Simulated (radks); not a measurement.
The numbers below are computed, except where a source is named.
Neutral scandium inside a hard spherical wall (all orbitals vanish at R), configuration held at [Ar] 3d1 4s2 and not refilled when levels cross. Level of theory: non-relativistic Kohn-Sham, LDA (Slater exchange, VWN5 correlation), spin-unpolarised, spherical densities, point nucleus (a radial shooting solver on a logarithmic mesh with Libxc functionals). Eigenvalues in eV, with the zero of energy where the potential of the charges vanishes at infinity; a dash marks a level that is unbound or too diffuse for the functional's potential to be trusted. A positive occupied level is held by the wall or, in an anion where self-interaction has pushed it up, behind a barrier. The pressure on the wall is -dE/dV.

| R (bohr) | E (hartree) | kinetic (hartree) | e(3s) | e(3p) | e(4s) | e(3d) | e(4p, empty) | e(5s, empty) | pressure (GPa) |
|---|---|---|---|---|---|---|---|---|---|
| free | -758.67928 | 757.525 | -54.107 | -33.556 | -4.258 | -3.567 | -1.532 | -0.071 | 0 |
| 12 | -758.67912 | 757.527 | -54.089 | -33.539 | -4.245 | -3.551 | -1.485 | 0.961 | 0.00276 |
| 10 | -758.67795 | 757.537 | -54.005 | -33.455 | -4.180 | -3.474 | -1.337 | 2.119 | 0.0325 |
| 6 | -758.60193 | 757.909 | -52.014 | -31.495 | -2.189 | -1.668 | 1.723 | 14.429 | 5.06 |
| 5 | -758.46476 | 758.417 | -50.098 | -29.626 | 0.458 | 0.147 | 5.324 | 26.185 | 20.9 |
| 3.5 | -757.52175 | 761.429 | -43.407 | -23.110 | 15.125 | 7.342 | 23.357 | 76.962 | 278 |
| 2 | -746.59134 | 793.381 | -8.215 | 14.146 | 135.51 | 50.292 | 149.20 | 366.52 | 14100 |
